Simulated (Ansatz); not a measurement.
Reaction: SeO2 (selenium dioxide, SMILES [Se](=O)=O) → SeO2 (parent SMILES [Se](=O)=O, triplet)
Each species at its own B3LYP-D3(BJ)/def2-TZVP minimum (Ansatz, a program for electronic structure).

Total energies in hartree (Ansatz). Open shells are spin-unrestricted; no spin-orbit coupling. Correlated methods leave the cores frozen (noble-gas shells, and filled d and f shells in the p block). No relativity. The T1 diagnostic of O2Se (O=[Se]=O, singlet) reaches 0.030 in the sets run. The restricted determinant of O2Se (O=[Se]=O, singlet) is unstable towards broken spin symmetry in at least one set run. The UHF reference of O2Se (parent SMILES O=[Se]=O, triplet) is spin-contaminated (<S^2> up to 0.13 over the pure value in the sets run). The determinant of O2Se (parent SMILES O=[Se]=O, triplet) is a saddle point of the SCF energy; a lower one exists, which strains HF and MP2. The spin of O2Se (parent SMILES O=[Se]=O, triplet) was assumed, and the state is the lowest solution found for it.

```csv
species,HF/cc-pVTZ,CCSD(T)/cc-pVTZ,HF/cc-pVQZ,CCSD(T)/cc-pVQZ,CCSDT(Q)/cc-pVTZ
"1: SeO2 (selenium dioxide, SMILES O=[Se]=O)",-2549.56335,-2550.24964,-2549.58182,-2550.31685,-2550.25402
"2: SeO2 (parent SMILES O=[Se]=O, triplet)",-2549.51666,-2550.16597,-2549.53514,-2550.23226,-2550.17218
```

Work out the adiabatic triplet-singlet gap (electronic) in kJ/mol: take Hartree-Fock from cc-pVQZ, extrapolate the CCSD(T) correlation energy as X^-3 (X = 3, 4), and add CCSDT(Q) - CCSD(T) in cc-pVTZ. 1 hartree = 2625.5 kJ/mol.


Species 1: correlation (64·(-0.73503) - 27·(-0.68629))/37 = -0.77060; step -0.00438; E1 = -2549.58182 + (-0.77060) + (-0.00438) = -2550.35680
Species 2: correlation (64·(-0.69712) - 27·(-0.64931))/37 = -0.73201; step -0.00621; E2 = -2549.53514 + (-0.73201) + (-0.00621) = -2550.27336
-1·E1 +1·E2 = 0.08344 hartree = 219.1 kJ/mol.
